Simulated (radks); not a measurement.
Q: These are the eigenvalues of the occupied orbitals of an atom or ion with whole-number occupations (hartree). Method: Dirac Kohn-Sham, PBE, spin-unpolarised, spherical densities, point nucleus; computed with a radial shooting solver on a logarithmic mesh with Libxc functionals.

| orbital | eigenvalue |
|---|---|
| 1s1/2 | -2208.126 |
| 2s1/2 | -399.0012 |
| 2p1/2 | -381.7381 |
| 2p3/2 | -345.7332 |
| 3s1/2 | -114.3280 |
| 3p1/2 | -106.7909 |
| 3p3/2 | -99.11099 |
| 3d3/2 | -86.32926 |
| 3d5/2 | -84.65118 |
| 4s1/2 | -45.25798 |
| 4p1/2 | -42.13246 |
| 4p3/2 | -40.02509 |
| 4d3/2 | -34.86808 |
| 4d5/2 | -34.43367 |

Which element is it, and in what charge state? The configuration may be excited. Open shells, if any, are shared by 2j + 1.

A: Z = 69, thulium, charge +26: Tm26+ in [Kr] 4d7. The list shows which subshells hold electrons but not how many an open one holds; the 1s level, -2208.1 hartree, gives Z - s = 66.5 by -(Z - s)^2/2, which with screening and relativity narrows Z to a few neighbours, and the depths of the outer levels then fix element, charge and occupations together.
